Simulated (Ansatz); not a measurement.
Cost and result up the ladder for the cluster GeTe2 (3 atoms). The state is a singlet with charge 0. Geometry: r2SCAN-D4/def2-TZVP.

Cartesian coordinates in Å:
```
Ge 0.000 0.000 0.000
Te -1.868 -0.834 -1.111
Te 1.868 0.833 1.111
```

Ansatz on 4 threads of Arm Neoverse V1 on a shared host. Times are rough, and most runs start from the orbitals of an earlier one. PBE0-D4/def2-TZVP serves as the yardstick here, not as an exact answer. Binding counts from free atoms at the same level (Ge triplet, Te triplet; other spins of the atoms weren't run), without zero-point energy or a counterpoise term.

In the def2 sets Te takes a core potential; there is no spin–orbit coupling. Correlated methods freeze 17 core orbitals; core or outer-core shells of Ge, Te are correlated, in sets that lack core-valence functions. Another isomer (singlet) lies 0.25 eV lower at PBE0-D4/def2-TZVP; other spin states weren't run for this one.

Correlated methods converge slowly with the basis.

```json
{"level": "PBE-D4/def2-TZVP (with forces)", "functions": "148", "wall time": "1.5 s", "binding energy per atom (eV)": "2.37", "difference from PBE0-D4/def2-TZVP (eV)": "0.16"}
{"level": "PBE0-D4/def2-TZVP", "functions": "148", "wall time": "2.9 s", "binding energy per atom (eV)": "2.20", "difference from PBE0-D4/def2-TZVP (eV)": "0.00"}
{"level": "r2SCAN-D4/def2-TZVP", "functions": "148", "wall time": "3.1 s", "binding energy per atom (eV)": "2.24", "difference from PBE0-D4/def2-TZVP (eV)": "0.03"}
{"level": "PBE-QIDH/def2-TZVP", "functions": "148", "wall time": "4 s", "binding energy per atom (eV)": "2.18", "difference from PBE0-D4/def2-TZVP (eV)": "-0.03"}
{"level": "B97M-V/def2-TZVP", "functions": "148", "wall time": "6 s", "binding energy per atom (eV)": "2.19", "difference from PBE0-D4/def2-TZVP (eV)": "-0.01"}
{"level": "CCSD(T)/def2-TZVPP", "functions": "148", "wall time": "8.5 s", "binding energy per atom (eV)": "2.10", "difference from PBE0-D4/def2-TZVP (eV)": "-0.11"}
```
